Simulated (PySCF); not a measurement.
H$_{9}$PSi$_{3}$, triplet, at a GFN2-xTB geometry of the parent state (a higher spin typed on purpose: for a closed-shell molecule this is an excited state); M062X/def2-SV(P) run with PySCF.

PySCF was given this input:
```python
from pyscf import gto, scf, dft

mol = gto.Mole()
mol.atom = '''
    Si   -0.73150406    1.82305785   -0.40791737
    P     0.18821174   -0.17350413   -0.73727730
    Si    1.86473710   -0.16240545    0.72209052
    Si   -1.27528289   -1.52970289    0.24227527
    H     0.23660144    2.81452484   -0.86999042
    H    -1.05477390    2.07124934    1.00037921
    H    -1.95510257    1.86016427   -1.20489688
    H     2.82295740    0.83662120    0.25571496
    H     2.44340496   -1.50357383    0.70954322
    H     1.42887523    0.17189027    2.08138167
    H    -0.68465939   -2.86566528    0.23155487
    H    -2.49681096   -1.47983083   -0.55717985
    H    -1.57497050   -1.13611115    1.62237473
'''
mol.basis = 'def2-sv(p)'
mol.spin = 2
mol.verbose = 4
mol.build()

mf = dft.ROKS(mol)
mf.xc = 'm062x'
mf.kernel()
```

It wrote (shortened):

```
PySCF version 2.14.0

[INPUT] verbose = 4
[INPUT] num. atoms = 13
[INPUT] num. electrons = 66
[INPUT] charge = 0
[INPUT] spin (= nelec alpha-beta = 2S) = 2
[INPUT] symmetry False subgroup None
[INPUT] Mole.unit = angstrom
[INPUT] Symbol           X                Y                Z      unit          X                Y                Z       unit  Magmom
[...]
nuclear repulsion = 347.688367613677
number of shells = 50
number of NR pGTOs = 180
number of NR cGTOs = 90
basis = def2-sv(p)
ecp = {}

******** <class 'pyscf.dft.roks.ROKS'> ********
method = ROKS
initial guess = minao
damping factor = 0
level_shift factor = 0
DIIS = <class 'pyscf.scf.diis.CDIIS'>
diis_start_cycle = 1
diis_space = 8
diis_damp = 0
SCF conv_tol = 1e-09
SCF conv_tol_grad = None
SCF max_cycles = 50
direct_scf = True
direct_scf_tol = 1e-13
num. doubly occ = 32  num. singly occ = 2
XC library pyscf.dft.libxc version 7.1.2
    S. Lehtola, C. Steigemann, M. J. T. Oliveira, and M. A. L. Marques,  SoftwareX 7, 1–5 (2018)
XC functionals = m062x
    Y. Zhao and D. G. Truhlar,  Theor. Chem. Acc. 120, 215 (2008)
    Y. Zhao and D. G. Truhlar,  Theor. Chem. Acc. 120, 215 (2008)
radial grids:
    Treutler-Ahlrichs [JCP 102, 346 (1995); DOI:10.1063/1.469408] (M4) radial grids

becke partition: Becke, JCP 88, 2547 (1988); DOI:10.1063/1.454033
pruning grids: <function nwchem_prune>
grids dens level: 3
symmetrized grids: False
atomic radii adjust function: <function treutler_atomic_radii_adjust>
small_rho_cutoff = 0
Set gradient conv threshold to 3.16228e-05
tot grids = 164992
init E= -1214.68555185076
[...]
cycle= 1 E= -1214.52257238011  delta_E= 0.163  |g|= 0.196  |ddm|= 5.24
[...]
cycle= 2 E= -1214.53908847608  delta_E= -0.0165  |g|= 0.107  |ddm|= 1.28
[...]
cycle= 3 E= -1214.54436294908  delta_E= -0.00527  |g|= 0.0485  |ddm|= 0.714
[...]
cycle= 4 E= -1214.54551312555  delta_E= -0.00115  |g|= 0.00879  |ddm|= 0.222
[...]
cycle= 5 E= -1214.54556371083  delta_E= -5.06e-05  |g|= 0.0039  |ddm|= 0.0629
[...]
cycle= 6 E= -1214.5455720809  delta_E= -8.37e-06  |g|= 0.000617  |ddm|= 0.0122
[...]
cycle= 7 E= -1214.54557313099  delta_E= -1.05e-06  |g|= 0.000311  |ddm|= 0.013
[...]
cycle= 8 E= -1214.54557328026  delta_E= -1.49e-07  |g|= 7.78e-05  |ddm|= 0.00469
[...]
cycle= 9 E= -1214.54557330348  delta_E= -2.32e-08  |g|= 2.31e-05  |ddm|= 0.00283
[...]
cycle= 10 E= -1214.54557330522  delta_E= -1.74e-09  |g|= 5.76e-06  |ddm|= 0.000765
[...]
cycle= 11 E= -1214.54557330552  delta_E= -3.01e-10  |g|= 5.82e-06  |ddm|= 0.000346
[...]
Extra cycle  E= -1214.54557330564  delta_E= -1.15e-10  |g|= 3.63e-06  |ddm|= 0.000165
converged SCF energy = -1214.54557330564
```
